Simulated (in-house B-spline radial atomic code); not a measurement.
## Binding energies in the scandium ion Sc⁴⁺

NIST's tabulated ground configuration is [Ne] 3s2 3p5; each binding energy is the energy of the ion with one electron taken from that subshell, relaxed, less that of the parent. Computed with a radial B-spline atomic code at the basis-set limit: Dirac-Hartree-Fock, average of configuration, Fermi nucleus of rms radius 3.5459 fm. Energies include first-order Breit, QED and recoil terms.

```tsv
subshell	X-ray name	binding energy (eV)	-ε (eV)	relaxation (eV)
2s	L1	571.9	580.4	8.1
3s	M1	118.7	119.7	1.0
3p	M2,3	91.75	92.70	0.93
```

Relaxation = -ε minus the binding energy without Breit, QED and recoil terms.
